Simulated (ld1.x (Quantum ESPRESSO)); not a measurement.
**Ta: one change to a TM potential, before and after**

| Property | Result |
| --- | --- |
| Element | Ta |
| Generator | ld1.x (Quantum ESPRESSO) 7.5 |
| Type | norm-conserving Troullier–Martins (Kleinman–Bylander form) |
| Functional | PBE |
| Relativity | scalar-relativistic |
| Frozen core | [Xe] 4f14 |
| Valence charge | 5 |
| Reference configuration | 5d4 6s1 6p0 |
| Partial waves | 6p (bound, empty): rc 4.20 bohr; 5d (bound): rc 1.95 bohr; 6s (bound): rc 2.80 bohr |
| Local potential | the s channel |
| Core correction | none |

All-electron outer shells of the reference configuration (PBE, scalar-relativistic, ld1.x):

| shell | level (eV) | outermost node (bohr) | outermost maximum (bohr) |
| --- | --- | --- | --- |
| 5p | -37.84 | 0.58 | 1.13 |
| 4f | -23.01 | – | 0.44 |
| 6s | -4.96 | 1.33 | 2.81 |
| 5d | -2.64 | 0.65 | 1.60 |
| 6p | -1.21 | 1.61 | 4.09 |

Change: core correction a·sin(br)/r model core inside 1.28 bohr.

Cutoffs: the cutoffs (Ry, on a coarse ladder) from which the occupation-weighted sum of valence levels, in a spherical-Bessel basis at the reference potential, stays within 10 and 1 mRy of its value at 400 Ry; they do not see the model core or the augmentation charge, which bear on the density cutoff. Errors are all-electron minus pseudo energies relative to the spin-unpolarised reference configuration.

Problem. How do hardness, ghosts and transferability respond?

Solution. The potential gets neither clearly harder nor softer (30 Ry and 35 Ry → 30 Ry and 35 Ry); of the 7 tests that both files solve, the error grows in 7 and shrinks in 0 by more than 15 % and 0.3 meV (median size 14.6 → 48.4 meV); neither file shows a bound ghost. A model core, the more so a compact one, raises the density cutoff, which this test does not measure.

```tsv
quantity	base	changed
cutoff, loose	30 Ry	30 Ry
cutoff, tight	35 Ry	35 Ry
bound ghosts	none	none
error for 5d3 6s2 6p0, meV [ΔE -2.09 eV]	-4.8	-48
error for 5d3 6s1 6p0, meV [ΔE 6.37 eV]	-15	-37
error for 5d3 6s0 6p0, meV [ΔE 21.35 eV]	+40	-80
error for 5d2 6s2 6p1, meV [ΔE 0.89 eV]	-51	-273
error for 5d3 6s1.5 6p0, meV [ΔE 1.37 eV]	-11	-38
error for 5d3 6s1 6p1, meV [ΔE 2.08 eV]	-23	-57
error for 5d3.5 6s1.5 6p0, meV [ΔE -1.11 eV]	-0.4	-9.9
s: phases at 4.55 bohr within 0.05 rad from the reference energy up to (Ry; the scan ends near 5)	0.7	0.7
p: phases at 4.55 bohr within 0.05 rad from the reference energy up to (Ry; the scan ends near 5)	1.1	1.1
d: phases at 4.55 bohr within 0.05 rad from the reference energy up to (Ry; the scan ends near 5)	0.5	0.5
```
